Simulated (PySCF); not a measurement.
PySCF 2.14 output of an unrestricted PBE0 calculation on a single atom or ion in aug-cc-pVDZ-PP with ECP28MDF, with a scalar-relativistic core potential:

```
SCF conv_tol = 1e-09
number electrons alpha = 9  beta = 7
    C. Adamo and V. Barone.,  J. Chem. Phys. 110, 6158 (1999)
    M. Ernzerhof and G. E. Scuseria.,  J. Chem. Phys. 110, 5029 (1999)
cycle= 1 E= -126.412087110897  delta_E= -0.00316  |g|= 0.0262  |ddm|= 0.0964
cycle= 2 E= -126.412149807024  delta_E= -6.27e-05  |g|= 0.0206  |ddm|= 0.0413
cycle= 3 E= -126.412261451695  delta_E= -0.000112  |g|= 0.000659  |ddm|= 0.0181
cycle= 4 E= -126.41226161163  delta_E= -1.6e-07  |g|= 4.98e-05  |ddm|= 0.000692
cycle= 5 E= -126.412261613104  delta_E= -1.47e-09  |g|= 2.5e-06  |ddm|= 8.01e-05
cycle= 6 E= -126.412261613106  delta_E= -1.89e-12  |g|= 1.15e-07  |ddm|= 2.97e-06
converged SCF energy = -126.412261613106  <S^2> = 2.000916  2S+1 = 3.0006106
```

The run itself started from symmetry-adapted Hartree-Fock orbitals and held the occupation by maximum overlap, on a logarithmic radial grid, so the iterations belong to that start.

Which element, charge and spin multiplicity is this?

Pd²⁺ (palladium, charge +2), multiplicity 3; the state was [Kr] 4d8, high-spin 3F determinant.

Energies and moments cover only the electrons outside the core potential.
